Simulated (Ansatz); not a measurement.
`C[SiH2][GeH2][Cl]` + HI → `[Cl][GeH2][I]` + `C[SiH3]`  (cleavage of the Ge–Si bond)

Program: Ansatz. Geometries: PBE0-D4/def2-TZVP. ΔE: electronic, gas phase. CCSD(T)/CBS is the MP2 limit (def2-TZVPP, def2-QZVPP) plus CCSD(T) − MP2 in def2-TZVPP, frozen cores. This one scheme is used for every species. Functionals use def2-TZVPP. B3LYP here is the variant with VWN-RPA as its local correlation; programs differ in this. HSE06 is defined as in plane-wave codes. def2 core potentials past Kr. For Ge, I outer-core shells are correlated without core-valence functions, which leaves a few kJ/mol of doubt a bond. Scalar relativity is left out up to krypton. One conformer a species, not always the lowest.

```tsv
level	ΔE (kJ/mol)	difference from CCSD(T)/CBS
revPBE-D4	-53.9	8.2
B97M-V	-57.3	4.8
PBE0-D4	-57.8	4.3
HSE06-D4	-58.3	3.8
BHLYP-D4	-67.4	-5.3
ωB97X-V	-61.2	0.9
PBE	-56.2	5.9
r2SCAN	-61.8	0.3
B3LYP	-64.3	-2.2
r2SCAN0	-64.4	-2.3
CAM-B3LYP	-62.5	-0.4
RPA@PBE/def2-TZVPP	-55.8	6.3
CCSD/def2-SVP	-63.7	-1.6
HF/def2-TZVPP	-79.7	-17.6
MP2/CBS(def2)	-71.9	-9.8
CCSD/CBS(def2)	-63.1	-1.0
CCSD(T)/CBS	-62.1	0
```

(1) What do rigid-rotor, harmonic-oscillator terms from PBE0-D4/def2-TZVP frequencies (298.15 K, 1 bar) make of the CCSD(T)/CBS value? (An estimate is asked.)

Largest T1 diagnostic among the species: 0.011.

Answers

(1) The calculation gave: ΔZPE = +6.1 kJ/mol, ΔH = -59.0 kJ/mol, ΔS = 1 J/(mol·K), ΔG = -59.3 kJ/mol. Modes under 50 cm⁻¹ make the entropy rough.

In def2-TZVPP, CCSD(T) changes the Hartree–Fock value by +21.5 kJ/mol (the triples alone add +1.0 kJ/mol) and MP2 by +11.7 kJ/mol. Leaving LDA and LC-ωPBE aside and taking each functional with its dispersion term where it has one, the values, not all of them listed here, spread over 13.6 kJ/mol, from BHLYP-D4 to PBE-D4. LDA lies +6.7 kJ/mol from PBE without D4. The D4 term adds +3.5 kJ/mol with B3LYP and +2.4 kJ/mol with PBE0; it sums over pairs of atoms, weighted by their polarisabilities, and B3LYP, whose exchange is more repulsive, gets the larger term.

CCSD(T)/CBS has its own doubt, a few kJ/mol and more with outer-core shells, so smaller differences from it don't rank the levels.
